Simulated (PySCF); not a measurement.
C6H8GeO, SMILES Oc1cccc[c]1[GeH3] (GFN2-xTB optimised geometry):

```
16

O     -1.515    -1.638    -0.001
C     -0.943    -0.401     0.000
C     -1.662     0.781     0.001
C     -0.977     1.985     0.001
C      0.407     2.004     0.000
C      1.114     0.812     0.000
C      0.450    -0.401     0.000
Ge     1.252    -2.171     0.000
H     -2.477    -1.571     0.000
H     -2.745     0.764     0.001
H     -1.531     2.913     0.001
H      0.933     2.946     0.000
H      2.196     0.820     0.000
H      0.841    -2.946     1.206
H      2.745    -2.046     0.007
H      0.850    -2.943    -1.210
```

Calculation: PBE/def2-TZVP in PySCF 2.14.0.

What are the frontier orbital energies and the dipole moment?

HOMO-2 -7.36 eV, HOMO-1 -6.39 eV, HOMO -5.62 eV, LUMO -1.34 eV, LUMO+1 -0.85 eV; dipole moment 2.12 D.

Meta-Löwdin charges at PBE/def2-TZVP: O1 -0.44, C2 0.21, C3 -0.18, C4 -0.11, C5 -0.15, C6 -0.11, C7 -0.21, Ge8 0.31, H9 0.35, H10 0.12, H11 0.12, H12 0.12, H13 0.12, H14 -0.05, H15 -0.06, H16 -0.05.
